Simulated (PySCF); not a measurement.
## Dipole moment and polarisability of `C#C[SiH2]O[SiH2]C1CCC1`

Species: C6H12OSi2.
Structure used (PBE0-D3(BJ)/def2-SVP), in Å, numbered top down from 1:
```xyz
21
C6H12OSi2 angstrom
C      2.7490    1.4076   -0.2306
C      2.3803    0.3037   -0.5873
Si     1.8035   -1.3674   -1.0923
O      0.8078   -1.9972    0.0639
Si    -0.3870   -1.5183    1.1299
C     -1.7343   -0.5849    0.2276
C     -2.8160    0.1503    1.0632
C     -2.7192    1.3377    0.0879
C     -1.3709    0.7855   -0.4088
H      3.0779    2.3838    0.0802
H      2.9843   -2.2563   -1.2523
H      1.0802   -1.2354   -2.3895
H      0.2073   -0.6158    2.1660
H     -0.9048   -2.7531    1.7893
H     -2.2079   -1.2402   -0.5229
H     -3.7910   -0.3470    1.1750
H     -2.4531    0.4177    2.0699
H     -3.4915    1.2793   -0.6946
H     -2.7333    2.3534    0.5122
H     -0.5151    1.2647    0.0943
H     -1.1742    0.8014   -1.4915
```

Level: CAM-B3LYP/def2-SVPD (PySCF), static field, nuclei fixed, core orbitals frozen in the response. The polarisability tensor in these axes (au):

```
x   122.04   0.43  -4.67
y     0.43 125.53   1.23
z    -4.67   1.23 105.61
```

Q: Give the principal values, the mean and the anisotropy Δα = √{½[(α1 − α2)² + (α2 − α3)² + (α1 − α3)²]}.

A: Principal values 104.30, 123.27 and 125.62 au; mean 117.73 au = 17.45 Å³ = 19.41 × 10⁻⁴⁰ C²·m²/J; Δα = 20.24 au (17 % of the mean).

Q: What is the dipole moment, and where does it point?

A: (-0.70, 1.37, -0.18) D, 1.55 D in size, pointing from the negative to the positive side. Measured along this direction, the outermost atoms are H11 at the negative end and H19 at the positive end.

Q: Traceless (Buckingham) quadrupole moment about the centre of nuclear charge: eigenvalues?

A: -5.46, -2.11, 7.57 D·Å. The values depend on the origin, since the dipole doesn't vanish. The electronic extent ⟨r²⟩ about the same centre is 2032 bohr², a root-mean-square distance of 2.60 Å for the 84 electrons.

Q: In TDDFT the mean static polarisability is Σ f/ω² over all singlet excitations (ω in hartree). How much of it do the 10 lowest give? Their energies (eV) and oscillator strengths: 5.82, 0.0002; 6.18, 0.0014; 6.27, 0.0002; 6.82, 0.0009; 7.49, 0.0029; 7.56, 0.0120; 7.74, 0.0011; 7.84, 0.0447; 7.98, 0.0036; 8.09, 0.0081.

A: They add up to 0.93 au, 0.8 % of the 117.73 au; the largest single term is 0.54 au, from the state at 7.84 eV. Terms in order: 0.01, 0.03, 0.00, 0.01, 0.04, 0.16, 0.01, 0.54, 0.04, 0.09 au. Higher excitations give the rest. The strengths listed sum to 0.075.

Q: Give the principal axes and the span of the nuclei along them.

A: Largest value along (0.06, 1.00, 0.05), where the nuclei span 5.26 Å; middle along (0.97, -0.04, -0.26), 7.25 Å; least along (0.26, -0.06, 0.96), 4.13 Å. The strongest response doesn't lie along the longest of the three spans.

Q: Find the Langevin capture rate constant for H3+ (3.023 u) meeting this molecule (156.043 u), k = 2.342 × 10⁻⁹ cm³/s × √(α in Å³ / reduced mass in u).

A: The reduced mass is 2.97 u, so k = 5.68 × 10⁻⁹ cm³/s. The formula leaves out the permanent dipole, which adds to the capture rate.

Isolated species at its PBE0-D3(BJ)/def2-SVP geometry (one conformer only).
